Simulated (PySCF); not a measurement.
## How the method changes the constants of BAs⁺

State: ⁴Σ⁻ (quartet), unpaired electrons σ ↑, π ↑↑. Set-up: PySCF, no relativity, basis sets B def2-TZVPPD, As def2-TZVPPD. De refers to B⁺ + As in their high-spin ground configurations, without counterpoise correction. The functionals are run spin-unrestricted. A positive dipole points towards As; it is taken about the centre of mass and depends on that origin.

```
      Level  Re (Å)  ωe (cm⁻¹)  De (eV)  μ (D)  CPU s a point (SCF and correlation, without the integrals)
        UHF   1.974        554     1.72  -3.33                                                         1.1
    UHF-MP2   1.956        663     2.21    n/a                                                           2
UHF-SCS-MP2   1.978        606     2.00    n/a                                                         n/a
   UHF-CCSD   1.994        560     1.91    n/a                                                         n/a
UHF-CCSD(T)   1.998        577     2.07    n/a                                                          95
        PBE   1.988        618     3.22  -2.22                                                         1.7
       TPSS   1.987        617     3.10  -2.33                                                         2.5
     r²SCAN   1.966        653     3.17  -2.48                                                         2.4
    r²SCANh   1.962        655     3.07  -2.52                                                         3.1
      B3LYP   1.983        612     2.89  -2.38                                                         2.5
       PBE0   1.968        637     2.93  -2.42                                                           3
        M06   1.970        629     2.82  -2.20                                                         3.2
     M06-2X   1.962        644     2.57  -2.57                                                         3.3
      ωB97X   1.951        660     2.81  -2.42                                                         3.2
```

The bond length runs from 1.951 Å (ωB97X) to 1.998 Å (UHF-CCSD(T)). De spans 1.72 eV (UHF, mean field) to 3.22 eV (PBE, GGA). Correlation at CCSD(T) changes the Hartree–Fock bond energy by +0.35 eV; the triples alone change it by +0.16 eV.

Correlated steps freeze 10 core orbitals. Spin–orbit coupling is left out. For an ion De counts to the pair picked by the measured ionisation energies or electron affinities, which need not be the lowest pair at this level. The state is the lowest determinant that a PBE0 search found; another state may lie lower at other levels.

The whole job (state search and all levels along the bond) took about 11 min on 2 threads of Arm Neoverse V2 (shared host), peak memory 3.1 GiB.
